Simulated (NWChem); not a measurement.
CH4Ge, singlet; SMILES [CH3][GeH]

Results from NWChem. Medium grid unless said otherwise, to which SCAN and Minnesota functionals are sensitive. Low-valent species are run as closed-shell singlets; no triplet was tried in these runs. Structure relaxed at the PBE-D3(BJ)/def2-SVP level. Hybrids' shares of exact exchange are those that their runs print; pure functionals count as 0. The functionals differ in more than this share.

```
row                share of exact exchange  highest occupied level (eV)
-----------------  -----------------------  ---------------------------
PBE/def2-TZVP                         0.00                        -5.40
PW91/def2-TZVP                        0.00                        -5.45
B3LYP/def2-TZVP                       0.20                     withheld
r2SCAN0/def2-TZVP                     0.25                        -6.59
M05-2X/def2-TZVP                      0.56                        -7.60
```

### Question
Fit a straight line of the last column on the one before it, predict the withheld value, and compare with the run.

### Answer

1. Means of the 4 shown rows: x = 0.203, y = -6.260. Slope Σ(x − x̄)(y − ȳ)/Σ(x − x̄)² = -0.8329/0.2121 = -3.927; intercept -5.465.
2. The shown rows scatter about the line by 0.085 (root mean square); the largest residual is -0.14, at r2SCAN0/def2-TZVP.
3. At x = 0.20 (B3LYP/def2-TZVP; inside the shown range) the line gives -6.25.
4. The run gives -6.28, -0.03 from the line, 0.4 times the scatter.
